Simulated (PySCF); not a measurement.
BrSe₂, quartet: structure and spectrum

These are results of PySCF, UPBE0, basis Br def2-SVP, Se def2-SVP (no relativity, density fitting), not measurements.

The structure is a minimum.

```xyz
3
charge 0 multiplicity 4, angstrom
Br    2.5879    0.0000    0.0000
Se   -0.1850    0.0000    0.0000
Se   -2.3705    0.0000    0.0000
```

```json
{
  "Point group": "C∞v",
  "Bond lengths": "Br–Se 2.773 Å, Se–Se 2.186 Å",
  "Bond angles": "Br–Se–Se 180.0°",
  "Heat capacity Cp at 298.15 K": "60.4 J/(mol K)",
  "Highest occupied level (α)": "-7.14 eV",
  "Dipole moment": "1.40 D",
  "Zero-point energy": "3.1 kJ/mol",
  "Lowest empty level (β)": "-5.61 eV",
  "Entropy at 298.15 K and 1 bar (electronic part: spin only)": "340.7 J/(mol K)",
  "Atomisation energy without zero-point energy": "367 kJ/mol",
  "Spin squared ⟨S²⟩": "3.760",
  "Enthalpy at 298.15 K above 0 K": "16.15 kJ/mol",
  "Rotational symmetry number": "1",
  "Principal quadrupole moments (Buckingham, traceless) about the centre of mass": "-2.45, -2.45, 4.91 D Å",
  "Principal polarisabilities": "34.0, 34.0, 147.7 bohr³",
  "Rotational constants": "0.0172 cm⁻¹"
}
```

Harmonic modes (masses in u: Br 78.918, Se 79.917):
```
symmetry  ω (cm⁻¹)  IR (km/mol, summed over degenerate members)
       π        42                                          0.0
      σ+        65                                          0.2
      σ+       368                                          0.1
```

In C∞v the vibrations span π + 2σ+.

Charges (e):
| atom | Mulliken | Löwdin | polar tensor | spin (Mulliken) | Mayer order to Br1 |
| --- | --- | --- | --- | --- | --- |
| Br1 | -0.09 | -0.08 | 0.00 | 0.81 | – |
| Se2 | 0.05 | 0.05 | -0.06 | 1.03 | 0.34 |
| Se3 | 0.04 | 0.03 | 0.05 | 1.16 | 0.14 |
Other Mayer orders above 0.3: Se–Se 1.85.

Mulliken populations on Br1: s 7.99, p 17.08, d 10.01.

Only a few start shapes were tried, so a lower isomer may exist.

The final relaxation and frequency run took 43 s on 4 threads of a shared Arm Neoverse V1 host, with 96 basis functions and 9 gradients; the process peaked at 0.99 GiB.
